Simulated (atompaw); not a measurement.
# Logarithmic derivatives: praseodymium (Pr), PAW (atompaw)

- Element: praseodymium
- Generator: atompaw 4.2.0.5
- Type: PAW
- Functional: LDA (PW92)
- Relativity: scalar-relativistic
- Frozen core: [Xe]
- Valence charge: 5
- Reference configuration: 4f2 5d1 6s2 6p0
- Partial waves: 6s (bound): rc 3.00 bohr; 6s channel at 0.35 Ry: rc 3.00 bohr; 6p (bound, empty): rc 3.00 bohr; 6p channel at 1.05 Ry: rc 3.00 bohr; 5d (bound): rc 2.30 bohr; 5d channel at 2.5 Ry: rc 2.30 bohr; 4f (bound): rc 0.95 bohr; 4f channel at 0.15 Ry: rc 0.95 bohr
- Local potential: bessel scheme, radius 2.00 bohr
- Core correction: smooth core density matched at 2.86 bohr
- Augmentation charge: besselshape compensation charge, radius 2.30 bohr; PAW radius 3.00 bohr; waves and projectors: custom polynom vanderbiltortho

The phase is arctan(r·u′/u) with u = r·R(r), unwrapped; energies in Ry, scanned from -2 to 5 Ry. A pole is an energy at which the radial function vanishes at the test radius. The pseudo phase is shifted by a multiple of π to meet the all-electron one at the reference energy, and phase errors are pseudo minus all-electron; the curves can meet again beyond the range given. Levels narrower than the energy grid can be missing from the lists of poles.

```csv
channel,radius (bohr),reference energy (Ry),"poles, all-electron","poles, pseudo",unbroken range about the reference energy with phases within 0.05 rad,phase error 1 Ry above the reference energy (rad)
s,3.02,-0.29,2.58,2.53,below 4.1,-0.000
p,3.02,-0.10,"-1.58, 3.79","-1.58, 3.76",the whole range,-0.000
d,3.02,-0.23,0.54,0.54,the whole range,-0.000
f,3.02,-0.47,"-0.43, 3.14","-0.43, 3.16",the whole range,+0.000
```

Note: ghost states, extra bound levels that the all-electron valence spectrum of the same l lacks: s at -45.7 eV, p at -24.1 eV. A true bound ghost makes a file unfit for plane-wave use.

Phases in the s channel:

```csv
E (Ry),all-electron,pseudo
-2.00,1.324,1.322
-1.52,1.266,1.265
-1.04,1.174,1.174
-0.56,0.984,0.984
-0.08,0.427,0.427
0.40,-0.725,-0.725
0.88,-1.224,-1.225
1.36,-1.401,-1.402
1.84,-1.490,-1.491
2.32,-1.547,-1.550
2.80,-1.590,-1.596
3.28,-1.627,-1.639
3.76,-1.666,-1.691
4.24,-1.711,-1.774
4.72,-1.773,-2.005
```
